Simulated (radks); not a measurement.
Results of a calculation; reference values are marked as such.
Valence configurations of the bromine ion Br+ (all share [Ar]). Level of theory: scalar-relativistic Kohn-Sham, PBE, spin-polarised, spherical densities, point nucleus; open shells are filled with parallel spins first (a radial shooting solver on a logarithmic mesh with Libxc functionals). Order these by energy: 3d9.5 4s1 4p5.5; 3d8.5 4s2 4p5.5; 3d8 4s2 4p6; 3d10 4s1 4p5; 3d9 4s1 4p6; 3d10 4s0.5 4p5.5; 3d10 4s1.5 4p4.5; 3d10 4p6; 3d10 4s2 4p4; 3d9 4s2 4p5.

Answer. From the lowest, in eV above it: 3d10 4s2 4p4 0.000; 3d10 4s1.5 4p4.5 6.465; 3d10 4s1 4p5 12.945; 3d10 4s0.5 4p5.5 20.219; 3d10 4p6 27.055; 3d9.5 4s1 4p5.5 45.187; 3d9 4s2 4p5 66.084; 3d9 4s1 4p6 79.866; 3d8.5 4s2 4p5.5 102.85; 3d8 4s2 4p6 142.16. NIST lists [Ar] 3d10 4s2 4p4 as the ground configuration; this level of theory agrees among the configurations tried. The energies are those of spherical high-spin densities, not of single terms.
